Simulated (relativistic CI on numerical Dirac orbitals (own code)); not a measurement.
## Radial parameters of Tb¹⁵⁺

Method of calculation: Dirac-Coulomb-Breit CI, orbitals from a KLI potential per configuration, QED by a radiative potential, unscaled Slater integrals (own radial code, finite nucleus).

Slater integrals F^k, G^k are unscaled and averaged over j, outside the closed core [Ar] 3d10 4p6 4d10; ζ comes from projecting the Hamiltonian with its Breit term on Σ l·s of the shell.

- 4s2 4f4: F^2(4f,4f) = 159610, F^4(4f,4f) = 102520, F^6(4f,4f) = 74479, ζ(4f) = 2381.7 cm⁻¹; <r>(4f) = 0.6342, <r^2>(4f) = 0.4716 (bohr units).
- 4s2 4f3 5s: F^2(4f,4f) = 162290, F^4(4f,4f) = 104330, F^6(4f,4f) = 75827, ζ(4f) = 2491.7, G^3(4f,5s) = 30679 cm⁻¹; <r>(4f) = 0.6253, <r^2>(4f) = 0.4584, <r>(5s) = 1.069, <r^2>(5s) = 1.272 (bohr units).
- 4s2 4f2 5s2: F^2(4f,4f) = 165390, F^4(4f,4f) = 106450, F^6(4f,4f) = 77408, ζ(4f) = 2603.8 cm⁻¹; <r>(4f) = 0.6154, <r^2>(4f) = 0.4433 (bohr units).

Averages of the first 10 configurations, taken without configuration mixing, which lowers the lowest level and can move excited configurations by several eV; other configurations of the list can lie among them:

| Configuration | Parity | States | Average energy above the lowest level (eV) |
| --- | --- | --- | --- |
| 4s2 4f4 | even | 1001 | 9.2 |
| 4s2 4f3 5s | odd | 728 | 13.2 |
| 4s2 4f2 5s2 | even | 91 | 23.4 |
| 4s2 4f2 5s 5p | odd | 1092 | 55.5 |
| 4s2 4f3 5p | even | 2184 | 47.4 |
| 4s2 4f2 5p2 | even | 1365 | 91.9 |
| 4s2 4f2 5s 5d | even | 1820 | 106.2 |
| 4s2 4f3 5d | odd | 3640 | 96.1 |
| 4s2 4f2 5p 5d | odd | 5460 | 140.9 |
| 4s2 4f2 5d2 | even | 4095 | 191.1 |
